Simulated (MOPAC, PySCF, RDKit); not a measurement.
Torsion H4–O1–B2–Cl3 in BClH2O (SMILES OBCl); at each angle all else is relaxed with GFN2-xTB, and the levels are single points there.
Geometry at 0° (charge 0, multiplicity 1):
```xyz
5

O     -0.97514    -0.16210    -0.36717
B      0.16518     0.48566    -0.21450
Cl     1.00603     0.49444     1.30162
H     -1.34122    -0.63706     0.38310
H      0.60837     1.06274    -1.12930
```

On the grid 0° to 330°, 270° is the highest and 0° the lowest point at CCSD(T)/CBS(cc-pV(T+d)Z, cc-pV(Q+d)Z).

Rows in 6-31G* carry no dispersion term and start afresh at each structure (6-31G* with six Cartesian d functions). The state reached by PM3 isn't checked.

Programs: MOPAC for PM3 (differences of heats of formation); PySCF for 6-31G* rows; RDKit for the force fields. 

**Question.** What is the computed energy at 270° less that at 0° (PM3)?

**Answer.** 657 meV

**Question.** Estimate the energy at 270° less that at 0° that BP86/6-31G* returns for this input.

**Answer.** 635 meV

**Question.** Predict the energy at 270° less that at 0° from UFF.

**Answer.** 542 meV
